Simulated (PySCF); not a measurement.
# Which determinant of HgO⁺ lies lowest?

Unrestricted PBE0; basis Hg def2-SVP with ECP60, O def2-SVP; scalar-relativistic core potentials; PySCF 2.14. Outer shells of the fragments: Hg+ 5d10 6s1; O 2s2 2p4.

Followed along the bond (rough minima from three points):

```tsv
2Ms+1	unpaired	⟨S²⟩ at the start	R at minimum (Å)	Te (eV)
2	π ↑	0.92	2.02	0.00
4	σ ↑, π ↑↑	3.76	2.61	0.18
2	σ ↓, π ↑↑	1.75	2.68	0.38
```

Solutions found at the starting distance of 2.075 Å, counted from the lowest of them; the search is not exhaustive and high or unbound solutions are not listed, so other states can lie among these:

| 2Ms+1 | unpaired | term | E (eV) | ⟨S²⟩ | ⟨Lz²⟩ | μ (D) |
| --- | --- | --- | --- | --- | --- | --- |
| 2 | π ↑ | ²Π | 0.00 | 0.92 | 1.00 | -1.99 |
| 4 | σ ↑, π ↑↑ | ⁴Σ⁻ | 0.74 | 3.76 | 0.00 | 1.79 |
| 2 | σ ↓, π ↑↑ | mixed | 1.04 | 1.75 | 0.00 | 1.65 |
| 2 | σ ↑, π ↑↓ | mixed | 1.66 | 1.75 | 2.01 | 1.61 |
| 4 | σ ↑↑, π ↑ | ⁴Π | 1.78 | 3.75 | 1.00 | 0.54 |
| 2 | σ ↑ | ²Σ⁺ | 2.84 | 0.76 | 0.00 | -3.66 |
| 2 | σ ↑ | mixed | 3.77 | 0.75 | 2.00 | 1.22 |
| 4 | σ ↑, π ↑, δ ↑ | mixed | 6.55 | 3.76 | 4.97 | -0.94 |
| 2 | σ ↑, π ↑, δ ↓ | mixed | 6.61 | 1.76 | 5.01 | -0.79 |
| 4 | σ ↑, π ↑↑ | mixed | 6.64 | 3.76 | 2.01 | -1.01 |

A term symbol is given only where ⟨S²⟩ and ⟨Lz²⟩ are close to those of a pure state; real π, δ and φ orbitals otherwise mix terms. A positive dipole points towards O; it is taken about the centre of mass and depends on that origin.

Task: Compare the gap between the two lowest followed solutions at the starting distance with the gap between their minima.

Result: At PBE0 the second solution (quartet, unpaired electrons σ ↑, π ↑↑) lies +0.74 eV from the first (doublet, unpaired electrons π ↑) at 2.075 Å and +0.18 eV at the minima; the two curves relax by different amounts, since their minima lie near 2.61 and 2.02 Å.

Spin–orbit coupling is left out.
